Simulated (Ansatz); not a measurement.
Calculated with Ansatz (gas phase, PBE0-D4/def2-TZVP geometries, no zero-point term in ΔE). CBS: MP2 limit from def2 TZ/QZ plus the TZ coupled-cluster correction, frozen cores. This one scheme is used for every species. DFT in def2-TZVPP. HSE06 is defined as in plane-wave codes. def2 core potentials past Kr. For I outer-core shells are correlated without core-valence functions, which leaves a few kJ/mol of doubt a bond. Each species was taken in one conformer, which may not be the lowest.

`OB(Cl)Cl` + HI → `ClB(Cl)I` + H₂O  (ligand exchange at a B–O bond)

(1) Is it downhill or uphill in electronic energy at CCSD(T)/CBS, and by how much? (An estimate is asked.)

(2) What do these levels give: LDA (SPW92), PBE-D4, r2SCANh-D4, HSE06-D4, CAM-B3LYP-D4, ωB97M-V, PBE, r2SCANh, BHLYP, SCS-MP2/def2-TZVPP, CCSD/def2-TZVPP, CCSD/CBS(def2)? (Best estimate.)

Largest T1 diagnostic among the species: 0.011.

Answers

(1) The calculation gave: Uphill: ΔE = +17.3 kcal/mol.

(2) The calculation gave: LDA (SPW92) 20.5, PBE-D4 17.5, r2SCANh-D4 20.0, HSE06-D4 18.4, CAM-B3LYP-D4 22.7, ωB97M-V 20.8, PBE 18.5, r2SCANh 20.2, BHLYP 23.4, SCS-MP2/def2-TZVPP 18.5, CCSD/def2-TZVPP 20.7, CCSD/CBS(def2) 18.5 kcal/mol.

At CCSD(T), def2-SVP lies +8.1 kcal/mol from the extrapolated value and def2-TZVPP +2.2 kcal/mol. Leaving LDA and LC-ωPBE aside and taking each functional with its dispersion term where it has one, the values, not all of them listed here, spread over 5.8 kcal/mol, from revPBE-D4 to CAM-B3LYP-D4. LDA lies +2.0 kcal/mol from PBE without D4.
